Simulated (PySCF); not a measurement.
C4H3F3 (charge +1 and doublet state).
Cartesian coordinates in Å at the GFN2-xTB level; atoms count from 1:
```xyz
10
C4H3F3 angstrom
C      1.861   -0.236   -0.192
C      0.592   -0.375    0.290
C     -0.505    0.332   -0.265
F     -0.316    1.149   -1.274
C     -1.822    0.220    0.199
F     -2.143   -0.546    1.181
F     -2.811    0.860   -0.305
H      2.088    0.423   -1.022
H      2.683   -0.784    0.245
H      0.380   -1.038    1.121
```

The hyperfine couplings belong to this conformer and change with its torsions.

Identity: `[CH2][CH+]C(F)=C(F)F` [radical] (charge +1).

Method used: UKS B3LYP, pcH-1 on C F H, non-relativistic, mean-field spin-orbit, GIAO in PySCF. Isolated species at its GFN2-xTB geometry (one conformer only). The geometry wasn't refined by DFT: couplings that depend on bond lengths, twists or pyramidal angles can differ widely from those at the functional's own minimum, by a factor of two or more for some ions and for spin on atoms past the first row. No stability test was run, so a lower SCF solution isn't excluded.

**Question.** Match the computed a_iso(13C) values +32.1, +21.4, -18.4, +2.3 MHz with the sites C1; C2; C3; C5.

**Answer.** 
| site | a_iso (MHz) | ρ(0) (bohr⁻³) | position | distance from C1 (Å) | spin population | largest \|T\| (MHz) |
| --- | --- | --- | --- | --- | --- | --- |
| C1 | +32.1 | +0.0285 | largest spin population | 0.00 | +0.43 | 66.4 |
| C2 | -18.4 | -0.0164 | 1 bond from C1 | 1.36 | -0.02 | 2.8 |
| C3 | +2.3 | +0.0020 | 1 bond from C5 | 2.44 | +0.17 | 37.1 |
| C5 | +21.4 | +0.0191 | a main spin site | 3.73 | +0.32 | 69.9 |

**Question.** Match the computed a_iso(19F) values +75.9, +72.6, +39.7 MHz with the sites F4; F6; F7.

**Answer.** 
```tsv
site	a_iso (MHz)	ρ(0) (bohr⁻³)	position	distance from C1 (Å)	bound to	spin population there	largest |T| (MHz)
F4	+39.7	+0.0094	2 bonds from C5	2.80	C3	+0.17	184.3
F6	+72.6	+0.0173	1 bond from C5	4.24	C5	+0.32	287.8
F7	+75.9	+0.0180	1 bond from C5	4.80	C5	+0.32	303.3
```

ρ(0) is the spin density at the nucleus and T the dipolar tensor. Largest spin populations (Mulliken): C1 (+0.43), C5 (+0.32) and C3 (+0.17). Three atoms exceed +0.15. Main spin sites, with 60 % or more of the largest population: C1, C5; positions count bonds from the nearest.

The spin density at the nucleus, in bohr⁻³, is negative for C2 (-0.0164), H9 (-0.0064) and H8 (-0.0061), for instance. A restricted open-shell determinant has no negative spin density anywhere; here it arises because α and β orbitals differ (spin polarisation).

H8 and H9 aren't averaged: C1 is flat or nearly so (angle sum 360°), and its turn about the short C1–C2 bond (1.36 Å) is taken as slow.

The SMILES `[CH2][CH+]C(F)=C(F)F` draws the unpaired electron on C1, whose computed spin population is only +0.43.
